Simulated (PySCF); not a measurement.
silanone (H2OSi), SMILES O=[SiH2]. Geometry: B3LYP-D3(BJ)/def2-TZVP.

All values below come from B3LYP-D3(BJ)/def2-TZVP (PySCF 2.14.0).

Harmonic wavenumbers (cm⁻¹): 688, 698, 1011, 1231, 2223, 2239. Rotational constants (GHz): 166.5, 18.58, 16.71; symmetry number 2.

Problem. Work out the zero-point energy and the ideal-gas rigid-rotor harmonic-oscillator thermochemistry at 298.15 K and 1 atm.

Solution. ZPE = ½ Σ hcν = ½ × 8090 cm⁻¹ = 11.56 kcal/mol. H − E(el) = 14.11 kcal/mol. Entropy in cal/(mol K): translation 37.41, rotation 17.99, vibration 0.76, total 56.16. G − E(el) = -2.63 kcal/mol. Cp = 10.19 cal/(mol K).
